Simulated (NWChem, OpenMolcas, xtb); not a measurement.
## A ladder of methods for SnCl2 (SMILES [Cl][Sn][Cl])

SnCl2: 3 atoms, total charge 0, spin state singlet. As SMILES, `[Cl][Sn][Cl]`. Geometry: relaxed at PBE0-D4/def2-TZVP.

```tsv
atom	x (Å)	y (Å)	z (Å)
Cl	1.1542	1.2207	0.7560
Sn	-0.7969	0.5189	-0.3766
Cl	-0.3682	-1.8045	-0.3926
```

Each level gives the vertical ionisation energy (to the doublet cation) (eV). The values are calculated.

| level | kind | program | value (eV) | less CCSD(T)/def2-SVP | CPU time (all runs) |
| --- | --- | --- | --- | --- | --- |
| GFN1-xTB | semi-empirical | xtb | 15.05 | +5.38 | under 2 s |
| HF/def2-SVP (core potential) | Hartree–Fock | OpenMolcas | 9.42 | -0.25 | 7.9 s |
| SVWN5/def2-SVP (core potential) | LDA | OpenMolcas | 10.01 | +0.34 | 21 s |
| PBE/def2-SVP (core potential) | GGA | NWChem | 9.79 | +0.12 | 1.9 min |
| r2SCAN/def2-SVP (core potential) | meta-GGA | OpenMolcas | 10.02 | +0.35 | 34 s |
| B3LYP/def2-SVP (core potential) | global hybrid | OpenMolcas | 9.99 | +0.32 | 29 s |
| MP2/def2-SVP (core potential) | perturbation theory | NWChem | 9.76 | +0.09 | 39 s |
| CCSD(T)/def2-SVP (core potential), open shells restricted | coupled cluster or CI | OpenMolcas | 9.67 | 0.00 | 30 s |

Differences are taken from CCSD(T)/def2-SVP (core potential), open shells restricted for orientation; it has basis-set and higher-order errors of its own. Spin-orbit coupling, which can split open shells on such heavy atoms by tenths of an eV, is left out. The values span 9.42 to 15.05 eV. The xTB values lack the empirical shift that such differences need. In the correlated wave-function rows the outer d shell of Sn is correlated, in sets not made for it. Times are those of the runs behind each value, whatever else they computed, on shared processors of several kinds: orders of magnitude only.
